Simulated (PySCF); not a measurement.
A structure optimised at PBE0-D3(BJ)/def2-SVP, used in a PySCF frequency run:

```
C
N 1 1.3032
H 2 1.0218 1 111.53
N 1 1.3494 2 120.94 3 -162.12
H 4 1.0101 1 119.15 2 -160.10
H 4 1.0129 5 118.68 1 -154.94
S 1 1.7211 2 117.43 3 24.96
```
Charge 0, spin multiplicity 2.

Q: Write its SMILES and formula.

A: [NH]C(N)=S, CH3N2S

Q: What are its rotational constants (standard atomic weights)?

A: 10.998, 5.3664, 3.6167 GHz
